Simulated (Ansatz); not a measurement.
**Relaxing a trial structure of C2H6O2Si**

The starting geometry of this gas-phase singlet was optimised with GFN2-xTB; its bonds are those of `O=CC[SiH2]O`.

```yaml
atoms:
  - { symbol: C, position_ang: [0.7749, -2.0328, -0.4319] }
  - { symbol: C, position_ang: [0.9836, -0.9835, -1.4328] }
  - { symbol: O, position_ang: [-0.2293, -2.1511, 0.2360] }
  - { symbol: O, position_ang: [-0.1366, 0.6625, 0.6128] }
  - { symbol: Si, position_ang: [1.1009, 0.6658, -0.4193] }
  - { symbol: H, position_ang: [1.6402, -2.6989, -0.2506] }
  - { symbol: H, position_ang: [1.8564, -1.1621, -2.0491] }
  - { symbol: H, position_ang: [0.1001, -0.8771, -2.0589] }
  - { symbol: H, position_ang: [0.9163, 1.7811, -1.3366] }
  - { symbol: H, position_ang: [2.3811, 0.6867, 0.2857] }
  - { symbol: H, position_ang: [-0.5813, -0.1720, 0.7994] }
```

**Question.** Predict what it relaxes into with PBE0-D3(BJ)/def2-SVP.

**Answer.** It keeps its bonds, and is `O=CC[SiH2]O`.

The energy falls by 0.12 eV over 13 steps:

```csv
step,E − E(last) (eV)
1,0.123
2,0.042
4,0.009
5,0.004
6,0.002
8,0.000
9,0.000
10,0.000
12,0.000
13,0.000
```

Final geometry (Å):

```yaml
atoms:
  - { symbol: C, position_ang: [0.8140, -2.0845, -0.4159] }
  - { symbol: C, position_ang: [0.9961, -0.9620, -1.3813] }
  - { symbol: O, position_ang: [-0.0574, -2.1069, 0.4251] }
  - { symbol: O, position_ang: [-0.2946, 0.7262, 0.5242] }
  - { symbol: Si, position_ang: [1.0604, 0.6885, -0.4265] }
  - { symbol: H, position_ang: [1.5473, -2.9269, -0.4739] }
  - { symbol: H, position_ang: [1.8579, -1.1187, -2.0460] }
  - { symbol: H, position_ang: [0.0834, -0.8839, -1.9985] }
  - { symbol: H, position_ang: [1.0350, 1.8259, -1.3862] }
  - { symbol: H, position_ang: [2.3317, 0.7334, 0.3594] }
  - { symbol: H, position_ang: [-0.5675, -0.1729, 0.7742] }
```

No frequencies were run, so the end isn't proven a minimum. Run with Ansatz 0.2.0, 30 s on 2 threads of Arm Neoverse V1, with other jobs on the host.
